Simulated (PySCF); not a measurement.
disulfane (H2S2), SMILES SS. Atoms are numbered in the order given.

```xyz
4

S      1.0207     0.0678     0.0551
S     -1.0207    -0.0678     0.0551
H      1.2846    -0.8625    -0.8821
H     -1.2846     0.8625    -0.8821
```

Geometry: PBE0-D3(BJ)/def2-TZVP.

These are PBE/pcJ-1 (PySCF) values and carry that method's errors.

Isotropic couplings with Fermi-contact, spin-dipole and both spin-orbit terms, one fixed conformer, no vibrational averaging. Isotopes: 1H.

Computed spin–spin coupling constants:
| pair | bonds apart | J (Hz) |
|---|---|---|
| H3–H4 | 3 | -2.1 |
